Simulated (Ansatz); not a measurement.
The cluster Sr3⁺, relaxed as a quartet with UKS r2SCAN/def2-TZVP in Ansatz, starting from the r2SCAN/def2-TZVP geometry of the charge +1 doublet. Force threshold 0.02 eV/Å.

In the def2 sets Sr takes a core potential; there is no spin–orbit coupling. At r2SCAN/def2-TZVP a doublet of charge 1 lies 1.06 eV below the quartet, each at its own geometry. The structure comes from a short search, and lower isomers may exist.

Start:

Cartesian coordinates in Å:
```
Sr 3.146 -2.427 1.693
Sr -3.192 2.376 -1.679
Sr 0.046 0.051 -0.013
```

(1) Estimate the energy that the relaxation releases and the steps that it takes.

(2) Does the start keep its bonding?

(3) Predict the relaxed structure.

Answers

(1) 0.07 eV, in 6 steps; 7 min on 4 threads of Arm Neoverse V2 on a shared host. No frequencies were taken in this run, so the end may be a saddle point.

(2) By distances, no bond broke or formed. The bond that changes most is Sr1–Sr3, from 4.32 to 3.93 Å (atoms count from 1).

(3) 
```tsv
atom	x (Å)	y (Å)	z (Å)
Sr1	2.933	-2.260	1.577
Sr2	-3.048	2.268	-1.603
Sr3	0.115	-0.008	0.026
```
Bond lengths (bridged metal pairs left out): 2 × Sr–Sr 3.93 to 4.22 Å.
